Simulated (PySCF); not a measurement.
## Circular dichroism: `C1C[AsH][AsH]1`, C₂H₆As₂

Geometry (Å), atoms numbered from 1 in this order:
```xyz
10

C     0.196   -0.535    0.751
C    -0.741   -0.383   -0.444
As   -0.283    1.457   -1.064
As    1.620    0.786    0.298
H    -0.299   -0.196    1.668
H     0.536   -1.561    0.924
H    -0.462   -1.084   -1.238
H    -1.796   -0.557   -0.209
H    -0.923    2.128    0.144
H     2.163   -0.049   -0.854
```

Computed, not measured: PySCF, TDDFT CAM-B3LYP/aug-cc-pVDZ circular dichroism and optical rotation, one conformer, gas phase. Geometry: GFN2-xTB.

The calculation is non-relativistic, which matters for the atoms heavier than Zn. No stereocentre is labelled: unless the shape is locked (an allene, a helicene, a hindered biaryl), the mirror image is equally populated and a measured rotation or CD is zero.

Task: Which excitations and rotatory strengths does the calculation give?

Result: Rotatory strengths R in 10⁻⁴⁰ esu² cm², velocity form and length form (origin at the centre of mass); f in length form.
```tsv
state	E (eV)	λ (nm)	f	R (velocity)	R (length)	main
1	5.07	245	0.203	+65.3	+65.2	HOMO→LUMO 0.87
2	5.08	244	0.007	+5.2	+5.0	HOMO−1→LUMO 0.81
3	5.35	232	0.004	+29.3	+28.9	HOMO→LUMO+1 0.36, HOMO→LUMO+2 0.31
4	5.62	221	0.017	-81.5	-82.5	HOMO→LUMO+2 0.57, HOMO→LUMO+1 0.31
5	5.81	213	0.025	-140.7	-140.9	HOMO−1→LUMO+1 0.43, HOMO−1→LUMO+2 0.36
6	5.98	207	0.050	+152.3	+153.1	HOMO−1→LUMO+2 0.49, HOMO−1→LUMO+1 0.33
7	6.31	197	0.013	+12.8	+13.3	HOMO→LUMO+3 0.66
8	6.55	189	0.0002	-2.7	-2.2	HOMO−2→LUMO 0.28, HOMO→LUMO+5 0.24
```

Among the states computed, the strongest CD band (largest |R|) is state 6. The largest dissymmetry factor in size, g = 4R/(D+G), with D and G the electric and magnetic dipole strengths, is -0.077 for state 8 (velocity form, f = 0.0003), among bands with |R| over 0.5. The mirror image has the same energies and oscillator strengths and all R with the opposite sign.
